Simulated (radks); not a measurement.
Task: These are the eigenvalues of the occupied orbitals of an atom or ion with whole-number occupations (hartree). Method: scalar-relativistic Kohn-Sham, BLYP, spin-unpolarised, spherical densities, finite nucleus; Fermi nuclear charge, rms radius of each element as measured or else 0.836 A^(1/3) + 0.57 fm; computed with a radial shooting solver on a logarithmic mesh with Libxc functionals.

1s: -1971.848
2s: -328.3695
2p: -291.4052
3s: -73.07822
3p: -61.72826
3d: -47.12057
4s: -14.44064
4p: -10.70350
4d: -5.61289
5s: -1.78890
5p: -0.92301
6s: -0.13327
4f: -0.10608

Which element is it, and in what charge state? The configuration may be excited.

Result: Z = 66, dysprosium, charge 0: Dy in [Xe] 4f10 6s2. The list shows which subshells hold electrons but not how many an open one holds; the 1s level, -1971.8 hartree, gives Z - s = 62.8 by -(Z - s)^2/2, which with screening and relativity narrows Z to a few neighbours, and the depths of the outer levels then fix element, charge and occupations together.
